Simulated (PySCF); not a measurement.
**UHF on P⁺ (phosphorus, charge +1)**

Configuration: [Ne] 3s2 3p2, high-spin 3P determinant. Computed with PySCF 2.14 in x2c-TZVPPall, with the spin-free X2C one-electron Hamiltonian (Gaussian nucleus).

```json
{
  "Total energy": "-341.162357 hartree",
  "One-electron energy": "-466.8991 hartree",
  "Hartree (Coulomb) energy": "148.1909 hartree",
  "Exchange energy": "-22.4541 hartree",
  "⟨S²⟩": "2.0130",
  "⟨L²⟩": "2.039",
  "Sum of ⟨r⟩": "12.09 bohr",
  "Sum of ⟨r²⟩": "20.93 bohr²",
  "Traceless quadrupole moment −½Σ⟨3z² − r²⟩ along its main axis": "2.14 e·bohr²",
  "Langevin diamagnetic susceptibility": "-16.6 ×10⁻⁶ cm³/mol"
}
```

| shell | electrons | mean orbital energy (hartree) | spread (hartree) | rms radius, mean of both spins (bohr) |
| --- | --- | --- | --- | --- |
| 1s α | 1 | -80.60674 | 0 | 0.120 |
| 1s β | 1 | -80.58858 | 0 | 0.120 |
| 2s α | 1 | -7.95912 | 0 | 0.560 |
| 2s β | 1 | -7.94093 | 0 | 0.560 |
| 2p α | 3 | -5.81705 | 0.01709 | 0.539 |
| 2p β | 3 | -5.78347 | 0.02026 | 0.539 |
| 3s α | 1 | -1.14155 | 0 | 1.99 |
| 3s β | 1 | -0.93788 | 0 | 1.99 |
| 3p α | 2 | -0.72464 | 0 | 2.31 |

Densities and radii are taken from the X2C orbitals without a picture-change correction, which distorts them close to the nucleus.

Spin-orbit constants ζ (cm⁻¹) from the X2C one-electron operator on these orbitals: bare nucleus, nucleus screened by l(l+1)(2l+1)/3 electrons, and screened by the Breit-Pauli mean field of the electrons.

| shell | bare | screened nucleus | mean field |
| --- | --- | --- | --- |
| 2p | 5475 | 4745 | 4414 |
| 3p | 358.5 | 310.7 | 285.0 |

To first order the Landé constant is A = 142.5 cm⁻¹, so the lowest level has J = 0 and lies 0.0353 eV below the centre of the term. This holds in LS coupling only.
